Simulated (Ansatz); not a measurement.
C6H15In, charge +1, doublet (typed; the unrestricted solution is spin-contaminated), geometry from GFN2-xTB (such geometries of metal compounds can be far from the true shape) (a state made from the parent by changing its charge; the spin is typed, not shown lowest) (core potentials on In). Base run: HF/def2-SVP (Ansatz, a first-principles code).

Geometry (Å):
```xyz
22

In    -0.0287    -0.0498     0.0351
C      2.1067    -0.4538    -1.0246
C      2.5225     0.8087    -1.7093
H      1.8995    -1.2836    -1.6979
H      2.7466    -0.7470    -0.1943
H      2.6539     1.6333    -1.0054
H      1.8181     1.1034    -2.4900
H      3.4910     0.6439    -2.1957
C     -0.1639    -2.3358     0.9153
C     -1.4539    -2.3760     1.6590
H      0.7285    -2.4216     1.5298
H     -0.1250    -2.9520     0.0208
H     -2.3112    -2.1939     1.0066
H     -1.4705    -1.6707     2.4934
H     -1.5857    -3.3780     2.0862
C     -1.6104     1.6230     0.3379
C     -1.2092     2.9057    -0.3540
H     -1.6888     1.7407     1.4198
H     -2.5366     1.2067    -0.0614
H     -1.1127     2.7680    -1.4328
H     -0.2700     3.2990     0.0400
H     -1.9792     3.6614    -0.1859
```
Charge +1, spin multiplicity 2.
Orbitals are unrestricted.
All else is at Ansatz's defaults.

The base run was repeated with changes; each row names its change, and settings that it needs were set with it.

```tsv
change	E (Eh)	<S^2>	core-seconds (rough)
base	-424.68779	1.041	20
functional = pbe	-426.96655	0.763	20
functional = blyp; dispersion = d4	-427.13688	0.764	10
functional = B97M-V	-427.30462	0.772	50
functional = b3lyp; dispersion = d3bj	-427.41667	0.785	20
functional = lc_wpbe	-427.18558	0.837	20
functional = pbe; dispersion = d4	-426.98109	0.763	10
functional = cam_b3lyp	-427.12313	0.813	30
functional = r2scan	-427.22526	0.790	30
functional = b3lyp	-427.38721	0.785	30
functional = revpbe	-427.29566	0.765	10
functional = pbe; dispersion = d3bjatm	-426.98317	0.763	9
```

Absolute energies of different levels of theory aren't comparable as measures of quality.
